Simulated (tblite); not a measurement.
CH3Cl2F3Ga2O.
Atom-mapped SMILES: `[F:1][C:2]([F:3])([F:4])[O:5][GaH-:6]1[Cl+:7][GaH2-:8][Cl+:9]1` (hydrogens: H10 on Ga6; H11, H12 on Ga8)

Cartesian coordinates in Å at the GFN2-xTB level; atoms count from 1:
```
atom  x, y, z in Å
F1     1.9821   -0.7429    1.0151
C2     2.3750    0.2848    0.1018
F3     3.3634    0.9134    0.6954
F4     2.9119   -0.4611   -0.8996
O5     1.3820    0.9778   -0.2535
Ga6    0.1542   -0.4231   -0.4700
Cl7   -1.1341   -0.7122    1.3513
Ga8   -2.8887    0.2965    0.2608
Cl9   -1.5025    0.7454   -1.4839
H10    0.5485   -1.6793   -1.2212
H11   -3.2751    1.5974    1.0131
H12   -3.9154   -0.7973   -0.1353
```

Computed values, GFN2-xTB/tblite, gas phase, harmonic and unscaled. Errors from tens to a few hundred cm⁻¹ against measured bands are possible. Modes of hydrogen on gallium can be 10 to 20 % off. One conformer, not necessarily the lowest.

Harmonic wavenumbers (cm⁻¹): 36.1, 52.3, 65.7, 89.5, 93.9, 124.0, 158.4, 197.1, 253.2, 261.2, 273.0, 297.7, 357.5, 384.4, 403.0, 429.2, 475.0, 519.6, 546.1, 564.4, 585.4, 626.0, 668.4, 744.3, 883.7, 1080.4, 1373.1, 1692.5, 1705.8, 1840.8.

A = 1604, B = 376.0, C = 340.7 MHz; mass 295.802 u (most abundant isotopes); point group C1, symmetry number 1.

Zero-point energy?

Half the sum of the wavenumbers: 8391 cm⁻¹ = 100.38 kJ/mol.

Entropy at 500 K, 1 bar (ideal gas, RRHO, classical rotation)?

Translation 190.56, rotation 139.19, vibration 275.77: S = 605.5 J/(mol K).

And Cp and H(500 K) − H(0)?

Cp = 228.89 J/(mol K), of which vibrations give 195.63 (their classical limit is 30 R = 249.4); H(500 K) − H(0) = 80.22 kJ/mol without the zero-point energy, 63.60 from vibrations.

What must be added to the electronic energy to get the Gibbs energy at 500 K and 1 bar?

ZPE + [H(500 K) − H(0)] − T·S = 100.38 + 80.22 − 302.76 = -122.16 kJ/mol.

Which modes carry the vibrational entropy at 500 K?

36.1 cm⁻¹: 27.15; 52.3 cm⁻¹: 24.07; 65.7 cm⁻¹: 22.18; 89.5 cm⁻¹: 19.62; 93.9 cm⁻¹: 19.22; 124.0 cm⁻¹: 16.93 J/(mol K); the other 24 give 146.62 together.

Hindered rotation and anharmonicity are outside this model. Other conformers, if any are populated, would add a mixing term that is left out. The structure is chiral; the term R ln 2 for an equal mix with its mirror image is left out.
